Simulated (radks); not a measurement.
Results of a calculation; reference values are marked as such.
Task: All-electron atom: Tm I in [Xe] 4f13 6s2 (the NIST ground configuration). Code: a radial shooting solver on a logarithmic mesh with Libxc functionals. Model: scalar-relativistic Kohn-Sham, LDA (Slater exchange, VWN5 correlation), spin-polarised, spherical densities, finite nucleus; open shells are filled with parallel spins first (spin-orbit coupling, left out, can overturn this in heavy ions); Fermi nuclear charge, rms radius 5.2256 fm. Some entries of the table are withheld. Estimate them.

orbital,occ.,eigenvalue (hartree),<r^2> (bohr^2),r(max) (bohr)
1s up,1,-2176.393,0.0005493,0.01262
1s down,1,-2176.393,0.0005493,0.01262
2s up,1,-367.2523,0.008527,0.07195
2s down,1,-367.2516,0.008527,0.07195
2p up,3,-324.4568,0.006949,0.05856
2p down,3,-324.4562,0.006949,0.05856
3s up,1,-82.52620,0.05592,0.2035
3s down,1,-82.50952,0.05591,0.2034
3p up,3,-69.56214,0.05634,0.2003
3p down,3,-69.54553,0.05632,0.2003
3d up,5,-53.50441,0.04691,0.1632
3d down,5,-53.49147,0.04689,0.1632
4s up,1,-16.24828,0.2803,0.4644
4s down,1,-16.21533,0.2803,0.4644
4p up,3,-11.98436,0.3182,0.4857
4p down,3,-11.95205,0.3183,0.4857
4d up,5,-6.31662,0.3799,0.5011
4d down,5,-6.28518,0.3802,0.5011
5s up,1,-1.97474,(1),1.089
5s down,1,-1.95992,(2),1.091
5p up,3,-0.99987,2.480,1.252
5p down,3,-0.98928,2.497,1.254
6s up,1,-0.14857,(3),3.260
6s down,1,-0.14768,(4),3.271
4f up,7,-0.13547,0.9117,0.4947
4f down,6,-0.10844,0.9499,0.4952

Result: 
(1) 5s up <r^2> (bohr^2): 1.703
(2) 5s down <r^2> (bohr^2): 1.710
(3) 6s up <r^2> (bohr^2): 17.48
(4) 6s down <r^2> (bohr^2): 17.59
